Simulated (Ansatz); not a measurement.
CH2ClF2NSi, SMILES `F/C=N/[SiH](F)Cl`, charge 0, multiplicity 1.

(1) Give a relaxed structure at PBE0-D4/def2-TZVP (Ansatz 0.2.0). (Best estimate.)

Answers

(1) Ansatz gave: 
Z-matrix (Å, degrees):
```
Si
F 1 1.593
Cl 1 2.029 2 107.7
N 1 1.705 2 111.6 3 -119.1
H 1 1.468 2 108.4 3 119.4
C 4 1.237 1 128.4 2 5.2
F 6 1.329 4 121.1 1 -179.4
H 6 1.093 4 129.3 1 0.6
```
